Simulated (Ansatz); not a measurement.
Ansatz (a first-principles code) input (B3LYP-D3(BJ)/def2-TZVP):

Ansatz 0.2 input:
```yaml
crystal:
  periodic: [false, false, false]
  atoms:
    - {symbol: K, position_ang: [-0.00000000, -0.00000000, -0.77636802]}
    - {symbol: O, position_ang: [0.00000000, 0.00000000, 1.53236270]}
    - {symbol: H, position_ang: [0.00000000, 0.00000000, 2.49209083]}
basis:
  gaussian:
    orbitals: def2-TZVP
hamiltonian:
  xc: b3lyp
  dispersion: d3bj
total_charge: -1
magnetization: {spin_polarized: true, initial_magnetization: 1}
phonons: {temperatures: {t_min: 298.15, t_max: 298.15, t_step: 100}}
```

Output:

```
Functional definition: B3LYP
integrals: 0.02 GiB planned
520 factors; their error is unknown
mean field: 0.21 GiB planned
mean field evaluation 1: about -18377.1729 eV, gradient 4.4e1 eV
mean field evaluation 2: about -18351.5528 eV, gradient 9.8e1 eV
mean field evaluation 4: about -18389.5187 eV, gradient 9.3e0 eV
mean field evaluation 8: about -18389.9992 eV, gradient 1.1e-1 eV
mean field evaluation 16: about -18390.0707 eV, gradient 1.4e-4 eV
mean field -18390.07074558 eV, -675.8226346623 hartree, gradient 3.2e-5 eV, S^2 0.750020; 2 other end points of the search recorded, 0 dependent functions left out
the calculation of the forces begins
reference -18390.07090792 eV, -675.8226406282 hartree; 15, 14 occupied and 55, 56 virtual orbitals, 520 factors
these checks for a lower state are left out or cut short: stability, starts, cluster_reference, orbital_swaps, neighbouring_geometries, increment
integrals: 0.02 GiB planned
520 factors; their error is unknown
mean field: 0.21 GiB planned
mean field evaluation 32: about -18389.9992 eV, gradient 1.1e-1 eV
mean field -18390.07074546 eV, -675.8226346579 hartree, gradient 1.7e-6 eV, S^2 0.750020; 0 other end points of the search recorded, 0 dependent functions left out
the calculation of the forces begins
reference -18390.07090780 eV, -675.8226406238 hartree; 15, 14 occupied and 55, 56 virtual orbitals, 520 factors
these checks for a lower state are left out or cut short: stability, starts, cluster_reference, orbital_swaps, neighbouring_geometries, increment
integrals: 0.02 GiB planned
520 factors; their error is unknown
mean field: 0.21 GiB planned
mean field -18390.07074546 eV, -675.8226346579 hartree, gradient 1.7e-6 eV, S^2 0.750020; 0 other end points of the search recorded, 0 dependent functions left out
the calculation of the forces begins
reference -18390.07090780 eV, -675.8226406238 hartree; 15, 14 occupied and 55, 56 virtual orbitals, 520 factors
these checks for a lower state are left out or cut short: stability, starts, cluster_reference, orbital_swaps, neighbouring_geometries, increment
integrals: 0.02 GiB planned
520 factors; their error is unknown
mean field: 0.21 GiB planned
mean field -18390.07074546 eV, -675.8226346579 hartree, gradient 1.7e-6 eV, S^2 0.750020; 0 other end points of the search recorded, 0 dependent functions left out
the calculation of the forces begins
reference -18390.07090780 eV, -675.8226406238 hartree; 15, 14 occupied and 55, 56 virtual orbitals, 520 factors
these checks for a lower state are left out or cut short: stability, starts, cluster_reference, orbital_swaps, neighbouring_geometries, increment
integrals: 0.02 GiB planned
520 factors; their error is unknown
mean field: 0.21 GiB planned
mean field -18390.07074546 eV, -675.8226346579 hartree, gradient 1.7e-6 eV, S^2 0.750020; 0 other end points of the search recorded, 0 dependent functions left out
the calculation of the forces begins
reference -18390.07090780 eV, -675.8226406238 hartree; 15, 14 occupied and 55, 56 virtual orbitals, 520 factors
these checks for a lower state are left out or cut short: stability, starts, cluster_reference, orbital_swaps, neighbouring_geometries, increment
integrals: 0.02 GiB planned
520 factors; their error is unknown
mean field: 0.21 GiB planned
mean field evaluation 64: about -18390.0707 eV, gradient 1.2e-6 eV
mean field -18390.07070888 eV, -675.8226333138 hartree, gradient 1.2e-6 eV, S^2 0.750020; 0 other end points of the search recorded, 0 dependent functions left out
the calculation of the forces begins
reference -18390.07087118 eV, -675.8226392781 hartree; 15, 14 occupied and 55, 56 virtual orbitals, 520 factors
these checks for a lower state are left out or cut short: stability, starts, cluster_reference, orbital_swaps, neighbouring_geometries, increment
integrals: 0.02 GiB planned
520 factors; their error is unknown
mean field: 0.21 GiB planned
mean field -18390.07074303 eV, -675.8226345685 hartree, gradient 2.8e-6 eV, S^2 0.750020; 0 other end points of the search recorded, 0 dependent functions left out
the calculation of the forces begins
reference -18390.07090541 eV, -675.8226405361 hartree; 15, 14 occupied and 55, 56 virtual orbitals, 520 factors
these checks for a lower state are left out or cut short: stability, starts, cluster_reference, orbital_swaps, neighbouring_geometries, increment
integrals: 0.02 GiB planned
520 factors; their error is unknown
mean field: 0.21 GiB planned
mean field -18390.07074410 eV, -675.8226346080 hartree, gradient 2.1e-6 eV, S^2 0.750020; 0 other end points of the search recorded, 0 dependent functions left out
the calculation of the forces begins
reference -18390.07090644 eV, -675.8226405740 hartree; 15, 14 occupied and 55, 56 virtual orbitals, 520 factors
these checks for a lower state are left out or cut short: stability, starts, cluster_reference, orbital_swaps, neighbouring_geometries, increment
integrals: 0.02 GiB planned
520 factors; their error is unknown
mean field: 0.21 GiB planned
mean field -18390.07074410 eV, -675.8226346080 hartree, gradient 2.1e-6 eV, S^2 0.750020; 0 other end points of the search recorded, 0 dependent functions left out
the calculation of the forces begins
reference -18390.07090644 eV, -675.8226405740 hartree; 15, 14 occupied and 55, 56 virtual orbitals, 520 factors
these checks for a lower state are left out or cut short: stability, starts, cluster_reference, orbital_swaps, neighbouring_geometries, increment
integrals: 0.02 GiB planned
520 factors; their error is unknown
mean field: 0.21 GiB planned
mean field -18390.07074410 eV, -675.8226346080 hartree, gradient 2.1e-6 eV, S^2 0.750020; 0 other end points of the search recorded, 0 dependent functions left out
the calculation of the forces begins
reference -18390.07090644 eV, -675.8226405740 hartree; 15, 14 occupied and 55, 56 virtual orbitals, 520 factors
these checks for a lower state are left out or cut short: stability, starts, cluster_reference, orbital_swaps, neighbouring_geometries, increment
integrals: 0.02 GiB planned
520 factors; their error is unknown
mean field: 0.21 GiB planned
mean field evaluation 96: about -18390.0707 eV, gradient 7.0e-2 eV
mean field -18390.07074410 eV, -675.8226346080 hartree, gradient 2.1e-6 eV, S^2 0.750020; 0 other end points of the search recorded, 0 dependent functions left out
the calculation of the forces begins
reference -18390.07090644 eV, -675.8226405740 hartree; 15, 14 occupied and 55, 56 virtual orbitals, 520 factors
these checks for a lower state are left out or cut short: stability, starts, cluster_reference, orbital_swaps, neighbouring_geometries, increment
integrals: 0.02 GiB planned
520 factors; their error is unknown
mean field: 0.21 GiB planned
mean field -18390.07056859 eV, -675.8226281583 hartree, gradient 8.7e-7 eV, S^2 0.750020; 0 other end points of the search recorded, 0 dependent functions left out
the calculation of the forces begins
reference -18390.07073097 eV, -675.8226341254 hartree; 15, 14 occupied and 55, 56 virtual orbitals, 520 factors
these checks for a lower state are left out or cut short: stability, starts, cluster_reference, orbital_swaps, neighbouring_geometries, increment
integrals: 0.02 GiB planned
520 factors; their error is unknown
mean field: 0.21 GiB planned
mean field -18390.07056408 eV, -675.8226279923 hartree, gradient 9.7e-7 eV, S^2 0.750020; 0 other end points of the search recorded, 0 dependent functions left out
the calculation of the forces begins
reference -18390.07072639 eV, -675.8226339571 hartree; 15, 14 occupied and 55, 56 virtual orbitals, 520 factors
these checks for a lower state are left out or cut short: stability, starts, cluster_reference, orbital_swaps, neighbouring_geometries, increment
integrals: 0.02 GiB planned
520 factors; their error is unknown
mean field: 0.21 GiB planned
mean field -18390.07074484 eV, -675.8226346354 hartree, gradient 1.5e-6 eV, S^2 0.750020; 0 other end points of the search recorded, 0 dependent functions left out
the calculation of the forces begins
reference -18390.07090719 eV, -675.8226406013 hartree; 15, 14 occupied and 55, 56 virtual orbitals, 520 factors
these checks for a lower state are left out or cut short: stability, starts, cluster_reference, orbital_swaps, neighbouring_geometries, increment
integrals: 0.02 GiB planned
520 factors; their error is unknown
mean field: 0.21 GiB planned
mean field evaluation 128: about -18390.0707 eV, gradient 1.5e-6 eV
mean field -18390.07074484 eV, -675.8226346354 hartree, gradient 1.5e-6 eV, S^2 0.750020; 0 other end points of the search recorded, 0 dependent functions left out
the calculation of the forces begins
reference -18390.07090719 eV, -675.8226406013 hartree; 15, 14 occupied and 55, 56 virtual orbitals, 520 factors
these checks for a lower state are left out or cut short: stability, starts, cluster_reference, orbital_swaps, neighbouring_geometries, increment
integrals: 0.02 GiB planned
520 factors; their error is unknown
mean field: 0.21 GiB planned
mean field -18390.07074484 eV, -675.8226346354 hartree, gradient 1.5e-6 eV, S^2 0.750020; 0 other end points of the search recorded, 0 dependent functions left out
the calculation of the forces begins
reference -18390.07090719 eV, -675.8226406013 hartree; 15, 14 occupied and 55, 56 virtual orbitals, 520 factors
these checks for a lower state are left out or cut short: stability, starts, cluster_reference, orbital_swaps, neighbouring_geometries, increment
integrals: 0.02 GiB planned
520 factors; their error is unknown
mean field: 0.21 GiB planned
mean field -18390.07074484 eV, -675.8226346354 hartree, gradient 1.5e-6 eV, S^2 0.750020; 0 other end points of the search recorded, 0 dependent functions left out
the calculation of the forces begins
reference -18390.07090719 eV, -675.8226406013 hartree; 15, 14 occupied and 55, 56 virtual orbitals, 520 factors
these checks for a lower state are left out or cut short: stability, starts, cluster_reference, orbital_swaps, neighbouring_geometries, increment
integrals: 0.02 GiB planned
520 factors; their error is unknown
mean field: 0.21 GiB planned
mean field -18390.07060033 eV, -675.8226293245 hartree, gradient 2.9e-6 eV, S^2 0.750020; 0 other end points of the search recorded, 0 dependent functions left out
the calculation of the forces begins
reference -18390.07076268 eV, -675.8226352909 hartree; 15, 14 occupied and 55, 56 virtual orbitals, 520 factors
these checks for a lower state are left out or cut short: stability, starts, cluster_reference, orbital_swaps, neighbouring_geometries, increment
integrals: 0.02 GiB planned
520 factors; their error is unknown
mean field: 0.21 GiB planned
mean field -18390.07057072 eV, -675.8226282365 hartree, gradient 8.5e-7 eV, S^2 0.750020; 0 other end points of the search recorded, 0 dependent functions left out
the calculation of the forces begins
reference -18390.07073305 eV, -675.8226342020 hartree; 15, 14 occupied and 55, 56 virtual orbitals, 520 factors
Total energy: -18390.11191719 eV, -675.8241476913 hartree
Atom 0 at    -0.000000    -0.000000    -0.776368 Å, force    -0.000000     0.000000    -0.000041 eV/Å
Atom 1 at     0.000000     0.000000     1.532363 Å, force     0.000000    -0.000000    -0.000115 eV/Å
Atom 2 at     0.000000     0.000000     2.492091 Å, force    -0.000000     0.000000     0.000155 eV/Å
Dipole moment:     0.000000     0.000000     0.228405 e Å
Vibrations: 268.34 268.34 379.80 3833.18 cm⁻¹, zero-point energy 0.294441 eV
```
